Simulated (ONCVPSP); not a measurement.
Plane-wave convergence, ONCV potential for Sr

| Quantity | Value |
| --- | --- |
| Element | strontium |
| Generator | ONCVPSP 4.0.1 |
| Type | optimised norm-conserving Vanderbilt (ONCV) |
| Functional | PBEsol |
| Relativity | scalar-relativistic |
| Frozen core | [Ar] 3d10 |
| Valence charge | 10 |
| Reference configuration | 4s2 4p6 4d1 5s1 |
| Partial waves | 4s+5s: rc 2.00 bohr, ncon 3, nbas 7, qcut 4.7 1/bohr, 2 projectors; 4p: rc 2.15 bohr, ncon 3, nbas 7, qcut 5.7 1/bohr, 3 projectors, debl 3.1 Ha; 4d: rc 4.00 bohr, ncon 3, nbas 7, qcut 4.8 1/bohr, 2 projectors, debl 3.1 Ha |
| Local potential | polynomial inside 1.50 bohr (lpopt 2, dvloc0 0 Ha) |
| Core correction | none |

Problem. For each optimised wave give the share of its norm inside rc, the residual kinetic energy above qcut (Ha) and the cutoffs (Ha) for errors of 10, 1, 0.1 and 0.01 mHa per electron.

Solution.

```json
{"wave": "4s", "norm inside rc": "0.902", "residual KE": "7.4e-05", "10 mHa": "4.1", "1 mHa": "8.3", "0.1 mHa": "11.2", "0.01 mHa": "38.2"}
{"wave": "5s", "norm inside rc": "0.038", "residual KE": "3.7e-05", "10 mHa": "2.2", "1 mHa": "7.0", "0.1 mHa": "10.0", "0.01 mHa": "17.4"}
{"wave": "4p", "norm inside rc": "0.844", "residual KE": "3.9e-07", "10 mHa": "5.8", "1 mHa": "7.8", "0.1 mHa": "9.2", "0.01 mHa": "10.9"}
{"wave": "p projector 2", "norm inside rc": "0.206", "residual KE": "1.9e-05", "10 mHa": "6.6", "1 mHa": "7.6", "0.1 mHa": "9.1", "0.01 mHa": "32.8"}
{"wave": "p projector 3", "norm inside rc": "0.103", "residual KE": "4.8e-05", "10 mHa": "9.4", "1 mHa": "13.1", "0.1 mHa": "15.6", "0.01 mHa": "37.6"}
{"wave": "4d", "norm inside rc": "0.590", "residual KE": "8.5e-10", "10 mHa": "4.0", "1 mHa": "5.6", "0.1 mHa": "6.9", "0.01 mHa": "8.1"}
{"wave": "d projector 2", "norm inside rc": "0.214", "residual KE": "9.8e-07", "10 mHa": "7.7", "1 mHa": "8.9", "0.1 mHa": "10.1", "0.01 mHa": "11.2"}
```

The occupied waves need 8.3 Ha and 11 Ha for 1 and 0.1 mHa. 1 of 4 tests not solved or not reliable.
